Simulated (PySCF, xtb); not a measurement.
(silylamino)silyloxymethane (CH9NOSi2), SMILES CO[SiH2]N[SiH3].

xtb with GFN2-xTB at its own geometry gives an orbital gap of 5.24 eV and a dipole moment of 1.66 D.

Geometry optimised at ωB97X-D3(BJ)/def2-SVP. The values are those of a single conformer.

### Question
What does B3LYP/def2-TZVP run with PySCF give? (An estimate is asked for; the answer gives what the named calculation found.)

### Answer
gap 7.49 eV (levels -7.54 and -0.06 eV), dipole 0.86 D.
